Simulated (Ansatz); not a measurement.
Basis-set extrapolation for C$_{2}$H$_{8}$O$_{3}$SSi, SMILES `CCS[Si](O)(O)O` (PBE0-D4/def2-TZVP geometry, frozen core, Ansatz 0.2.0). Multiplicity 1, RHF reference.

```tsv
	def2-TZVPP	def2-QZVPP
HF	-991.813697	-991.849193
MP2 correlation	-1.363070	-1.470950
CCSD(T) correlation	-1.463182	not run
```

Energies in hartree. Use E(X) = E(∞) + A·exp(−7.88·√X) for Hartree–Fock and E(X) = E(∞) + B·X^(−2.97) for correlation, with X = 3 and 4, and add CCSD(T) minus MP2 of the smaller set to the MP2 limit.

Problem. What is the CCSD(T) energy at the basis-set limit?

Solution. HF limit: -991.849193 + (-0.035496) × 0.13774 = -991.85408. MP2 limit: -1.470950 + (-0.107880) × 0.74074 = -1.55086. Higher-order term: -1.463182 − (-1.363070) = -0.10011. Total: -993.50505 hartree, 599.1 kJ/mol below CCSD(T)/def2-TZVPP.
